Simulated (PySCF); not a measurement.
## Optical rotation: `C1C/C=C(\N(C)C)CCCC1`, C10H19N

Molfile (atoms numbered from 1):
```
C10H19N
     RDKit          3D

 30 30  0  0  0  0  0  0  0  0999 V2000
    1.6531   -0.0046    0.6070 C   0  0  0  0  0  0  0  0  0  0  0  0
    0.6471    1.0087    0.7854 N   0  0  0  0  0  0  0  0  0  0  0  0
    0.9883    2.0297    1.7397 C   0  0  0  0  0  0  0  0  0  0  0  0
   -0.3507    1.1691   -0.1632 C   0  0  0  0  0  0  0  0  0  0  0  0
   -0.8467    0.1542   -0.9205 C   0  0  0  0  0  0  0  0  0  0  0  0
   -1.0317   -1.2513   -0.4469 C   0  0  0  0  0  0  0  0  0  0  0  0
   -2.4142   -1.3175    0.2325 C   0  0  0  0  0  0  0  0  0  0  0  0
   -2.6922   -0.1830    1.2325 C   0  0  0  0  0  0  0  0  0  0  0  0
   -3.2057    1.1638    0.6615 C   0  0  0  0  0  0  0  0  0  0  0  0
   -2.2989    2.3967    0.7785 C   0  0  0  0  0  0  0  0  0  0  0  0
   -1.1077    2.4648   -0.1990 C   0  0  0  0  0  0  0  0  0  0  0  0
    1.5474   -0.8578    1.3028 H   0  0  0  0  0  0  0  0  0  0  0  0
    2.6565    0.4294    0.7652 H   0  0  0  0  0  0  0  0  0  0  0  0
    1.6060   -0.3919   -0.4210 H   0  0  0  0  0  0  0  0  0  0  0  0
    1.7749    2.7200    1.3717 H   0  0  0  0  0  0  0  0  0  0  0  0
    0.1142    2.6270    2.0232 H   0  0  0  0  0  0  0  0  0  0  0  0
    1.3669    1.5634    2.6639 H   0  0  0  0  0  0  0  0  0  0  0  0
   -1.5529    0.4638   -1.6975 H   0  0  0  0  0  0  0  0  0  0  0  0
   -0.2677   -1.5460    0.2871 H   0  0  0  0  0  0  0  0  0  0  0  0
   -0.9852   -1.9958   -1.2603 H   0  0  0  0  0  0  0  0  0  0  0  0
   -3.2016   -1.3044   -0.5427 H   0  0  0  0  0  0  0  0  0  0  0  0
   -2.5179   -2.2896    0.7460 H   0  0  0  0  0  0  0  0  0  0  0  0
   -3.4494   -0.5557    1.9415 H   0  0  0  0  0  0  0  0  0  0  0  0
   -1.7866   -0.0096    1.8398 H   0  0  0  0  0  0  0  0  0  0  0  0
   -3.5029    1.0298   -0.3925 H   0  0  0  0  0  0  0  0  0  0  0  0
   -4.1384    1.4218    1.1904 H   0  0  0  0  0  0  0  0  0  0  0  0
   -1.9335    2.4607    1.8191 H   0  0  0  0  0  0  0  0  0  0  0  0
   -2.9140    3.3004    0.6289 H   0  0  0  0  0  0  0  0  0  0  0  0
   -0.4918    3.3534    0.0145 H   0  0  0  0  0  0  0  0  0  0  0  0
   -1.5023    2.5901   -1.2187 H   0  0  0  0  0  0  0  0  0  0  0  0
  1  2  1  0
  2  3  1  0
  2  4  1  0
  4  5  2  0
  5  6  1  0
  6  7  1  0
  7  8  1  0
  8  9  1  0
  9 10  1  0
 10 11  1  0
 11  4  1  0
  1 12  1  0
  1 13  1  0
  1 14  1  0
  3 15  1  0
  3 16  1  0
  3 17  1  0
  5 18  1  0
  6 19  1  0
  6 20  1  0
  7 21  1  0
  7 22  1  0
  8 23  1  0
  8 24  1  0
  9 25  1  0
  9 26  1  0
 10 27  1  0
 10 28  1  0
 11 29  1  0
 11 30  1  0
M  END
```

Computed with TDDFT CAM-B3LYP/def2-SVP circular dichroism and optical rotation, one conformer, gas phase (PySCF). Geometry: PBE0-D3(BJ)/def2-SVP.

States above about 6.1 eV (minus the energy of the highest occupied orbital) lie near or above the ionisation threshold and depend on the basis. No stereocentre is labelled: unless the shape is locked (an allene, a helicene, a hindered biaryl), the mirror image is equally populated and a measured rotation or CD is zero.

What is the specific rotation at 633, 589.3, 546, 436, 405, 365, 355 nm?

[α] in deg dm⁻¹ (g/mL)⁻¹:
```tsv
λ (nm)	origin-invariant length gauge	modified velocity gauge	length gauge (centre of mass)	isotropic polarisability (au)
633	-357.1	-241.8	-354.1	117.7
589.3	-423.6	-290.4	-420.1	118.2
546	-511.0	-355.4	-506.6	118.9
436	-928.4	-683.1	-919.5	121.6
405	-1152.3	-868.0	-1140.5	123.0
365	-1602.8	-1254.4	-1584.4	125.5
355	-1761.7	-1394.5	-1740.6	126.3
```

And for the mirror image at 589.3 nm?

+423.6 deg dm⁻¹ (g/mL)⁻¹ (origin-invariant length gauge): the same size and the opposite sign.

What is the molar rotation [Φ] = [α]·M/100 of the geometry above at 589.3 nm?

With M = 153.27 g/mol, -649.3 deg cm² dmol⁻¹ (origin-invariant length gauge).

The first excitation lies at 5.29 eV (234 nm) with R = -11.3 × 10⁻⁴⁰ esu² cm² (velocity form).
